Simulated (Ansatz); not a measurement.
Co(SH)2 (CoH₂S₂). The state is a quartet with charge 0. Geometry r2SCAN-D4/def2-TZVP, basis def2-TZVP, Ansatz.

```tsv
atom	x (Å)	y (Å)	z (Å)
Co1	-0.002	0.000	-0.001
S2	-0.003	-1.539	-1.516
H3	1.109	-1.121	-2.156
S4	0.003	1.538	1.516
H5	-1.108	1.123	2.158
```

```csv
run,HOMO (eV),LUMO (eV)
A,-9.50,-1.47
B,-8.49,-2.51
C,-6.22,-4.53
D,-8.21,-2.08
E,-9.83,-1.41
F,-7.20,-3.46
```

LC-ωPBE has ω = 0.4 bohr⁻¹.

HOMO and LUMO are taken over both spins.

Q: The runs used BHLYP, CAM-B3LYP, LC-ωPBE, PBE0, r2SCAN, ωB97X-V. Estimate which is which.

A: A ωB97X-V (range-separated); B CAM-B3LYP (range-separated); C r2SCAN (0 % exact exchange); D BHLYP (50 % exact exchange); E LC-ωPBE (range-separated); F PBE0 (25 % exact exchange). Exact exchange lowers occupied and raises empty levels; among semilocal functionals meta-GGAs tend to open the gap a little, and such runs are hard to tell apart. The gap grows from 1.68 eV (r2SCAN) to 8.42 eV (LC-ωPBE).
